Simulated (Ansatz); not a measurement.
`O[SiH2]I` + `S[SiH2]Cl` → `O[SiH2]S[SiH2]Cl` + HI  (ligand exchange at the Si–I bond)

Gas-phase electronic energies from Ansatz, PBE0-D4/def2-TZVP geometries. CBS: MP2 limit from def2 TZ/QZ plus the TZ coupled-cluster correction, frozen cores. Functionals use def2-TZVPP. Elements past krypton have def2 core potentials. For I outer-core shells are correlated without core-valence functions, which leaves a few kJ/mol of doubt a bond. One conformer a species, not always the lowest.

| level | ΔE (kcal/mol) |
| --- | --- |
| PBE0-D4 | 3.5 |
| r2SCAN | 4.0 |

Q: What does CCSD(T)/CBS give? (Best estimate.)

A: Ansatz gave: +4.0 kcal/mol. The listed levels differ from it by -0.5, 0.0 kcal/mol.

Largest T1 diagnostic among the species: 0.011.

The D4 term adds −2.4 kcal/mol with B3LYP and −1.4 kcal/mol with PBE0; it sums over pairs of atoms, weighted by their polarisabilities, and B3LYP, whose exchange is more repulsive, gets the larger term. In def2-TZVPP, CCSD(T) changes the Hartree–Fock value by −3.6 kcal/mol (the triples alone add −0.6 kcal/mol) and MP2 by −3.0 kcal/mol.

B3LYP here is the variant with VWN-RPA as its local correlation; programs differ in this.
